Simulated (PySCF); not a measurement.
3-silylprop-2-yn-1-amine (C3H7NSi), SMILES NCC#C[SiH3].

The structure is a stationary point at PBE-D3(BJ)/def2-SVP. One conformer was computed; it need not be the lowest.

Method: PBE-D3(BJ)/def2-SVP in PySCF 2.14.0.

Frequencies are harmonic and unscaled.

A small imaginary wavenumber (i) marks a very flat motion, where grid noise or a shallow saddle decides the sign.

Question: Give all harmonic wavenumbers and intensities. (The exact figures need the calculation; the answer reports its results.)

Answer: 
```tsv
mode	ν (cm⁻¹)	IR (km/mol)	moving atoms (share of kinetic energy)
1	19i	0.1	H 88 %
2	98	0.1	C 41 %, N 27 %, H 18 %, Si 14 %
3	129	0.0	C 59 %, H 32 %
4	248	4.1	C 57 %, N 20 %, H 18 %
5	280	34.8	H 62 %, C 34 %
6	395	24.9	H 50 %, C 49 %
7	468	9.7	C 48 %, Si 31 %, H 12 %, N 9 %
8	593	45.1	C 63 %, H 20 %, Si 15 %
9	657	45.1	H 77 %, C 13 %, Si 10 %
10	658	36.2	H 73 %, C 17 %, Si 10 %
11	857	0.0	H 70 %, C 30 %
12	863	289.3	H 56 %, N 35 %, C 9 %
13	901	209.1	H 87 %, Si 9 %
14	907	38.8	H 97 %
15	909	41.0	H 97 %
16	1014	90.9	C 80 %, H 14 %
17	1088	5.7	C 46 %, H 28 %, N 26 %
18	1131	0.5	H 86 %, C 12 %
19	1296	37.5	H 75 %, C 24 %
20	1328	0.2	H 84 %, N 10 %
21	1379	5.5	H 93 %
22	1595	14.6	H 92 %
23	2164	123.4	H 95 %
24	2168	96.7	H 96 %
25	2169	96.1	H 96 %
26	2204	44.6	C 96 %
27	2959	20.1	H 95 %
28	3002	5.9	H 91 %, C 9 %
29	3404	0.2	H 96 %
30	3481	1.8	H 92 %, N 8 %
```
